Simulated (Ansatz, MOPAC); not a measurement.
Enthalpy of formation at 298 K: 9 cases among radicals of silicon compounds with O, N or halogens, in kcal/mol, species as SMILES. Terms: non-relativistic; open shells spin-unrestricted; LANL2DZ with its own core potentials from Na on; dispersion terms only where a functional's name holds one; frozen cores in correlated levels; six Cartesian d functions in 6-31G* and its kin unless marked 5d; no spin-orbit coupling. Basis-set limits of correlation are two-point, X^-3; Hartree-Fock from the larger set. First-principles rows: single points at B3LYP-D3(BJ) geometries (Ansatz, a program for electronic structure), with unscaled harmonic terms from B3LYP/6-31G* (Ansatz) at its own minima, enthalpies of formation by atomisation with measured atoms. Semi-empirical rows: MOPAC heats of formation at their own minima for 298 K.

Coupled cluster (Ansatz) is a level with limits of its own, used here on species with T1 under 0.025 (0.045 for open shells) and stable references: (a) CCSD(T)/CBS(aug-cc-pV(T+d)Z,aug-cc-pV(Q+d)Z); (b) CCSD(T)/CBS(cc-pV(T+d)Z,cc-pV(Q+d)Z).

```
species            atoms  coupled cluster  difference of PM3 (MOPAC)  difference of MNDO (MOPAC)  difference of PBE/STO-3G (Ansatz)  difference of PBE/6-31G* (Ansatz)  difference of B3LYP/LANL2DZ (Ansatz)  difference of PBE0/def2-TZVPD (Ansatz)  difference of wB97M-V/def2-TZVPD (Ansatz)
-----------------  -----  ---------------  -------------------------  --------------------------  ---------------------------------  ---------------------------------  ------------------------------------  --------------------------------------  -----------------------------------------
F[SiH][SiH2]F          7       -130.7 (a)                       -7.4                       -19.1                              -93.9                               11.4                                  78.0                                    14.9                                        6.4
Cl[SiH][SiH2]Cl        7        -32.7 (a)                       -6.9                       -14.6                             -156.5                               15.0                                  68.5                                     7.3                                        2.3
F[SiH][SiH3]           7        -39.5 (a)                      -10.1                       -14.5                             -144.7                               11.6                                  45.0                                    11.5                                        4.3
[O][SiH2]C             8        -18.0 (b)                      -13.3                        -9.1                             -151.1                                0.9                                  37.6                                     6.0                                       -0.8
N[Si](N)N             10        -19.7 (a)                      -18.2                        -7.1                              -62.6                               12.9                                  52.9                                     6.9                                       -2.6
[NH][SiH2][SiH2]N     11         34.9 (b)                      -23.2                       -10.0                             -181.8                               13.8                                  55.2                                     9.9                                       -1.7
N[SiH]N[SiH3]         11         -1.5 (b)                      -21.4                       -27.7                             -161.3                               22.1                                  54.5                                    13.6                                       -0.6
C[SiH](C)[SiH]Cl      13        -18.9 (b)                      -14.9                       -16.1                             -308.2                                4.0                                  54.6                                     5.4                                        0.7
[CH2][Si](C)(C)N      15         -9.0 (b)                      -13.2                       -24.3                             -280.1                               -0.4                                  46.6                                     3.6                                       -2.6
```

| level | cases | mean signed difference | mean absolute difference | median absolute difference | largest absolute difference |
|---|---|---|---|---|---|
| PM3 (MOPAC) | 9 | -14.29 | 14.29 | 13.30 | 23.2 |
| MNDO (MOPAC) | 9 | -15.83 | 15.83 | 14.60 | 27.7 |
| PBE/STO-3G (Ansatz) | 9 | -171.13 | 171.13 | 156.50 | 308.2 |
| PBE/6-31G* (Ansatz) | 9 | 10.14 | 10.23 | 11.60 | 22.1 |
| B3LYP/LANL2DZ (Ansatz) | 9 | 54.77 | 54.77 | 54.50 | 78.0 |
| PBE0/def2-TZVPD (Ansatz) | 9 | 8.79 | 8.79 | 7.30 | 14.9 |
| wB97M-V/def2-TZVPD (Ansatz) | 9 | 0.60 | 2.44 | 2.30 | 6.4 |

PM3 lies above in 0 of 9 cases and within 2 kcal/mol in 0; mean signed difference -14.29 kcal/mol, mean absolute 14.29 kcal/mol (11.18 over the 5 cases of up to 10 atoms, 18.17 over the larger). These figures hold for the species listed.

How the rows were picked: cases drawn at random among the computed members of the class with clean coupled-cluster diagnostics. The batch they came from held 60 cases of this property in the class: 0 with a tabulated value, 57 with clean coupled cluster alone, 3 with neither, which enter no statistics. The levels are drawn from those run on every case listed, the commonest habits more often. No case is left out for the size of its miss. Left out are saddle points of the reference geometry, anions that the best level run finds unbound, excited spin states, species near biochemistry, 298 K rows of species without real B3LYP wavenumbers, cases with under five habitual levels, runs that failed or that the program found above a lower state of the same kind, table entries that another table contradicts, and a share of species set aside by lot.
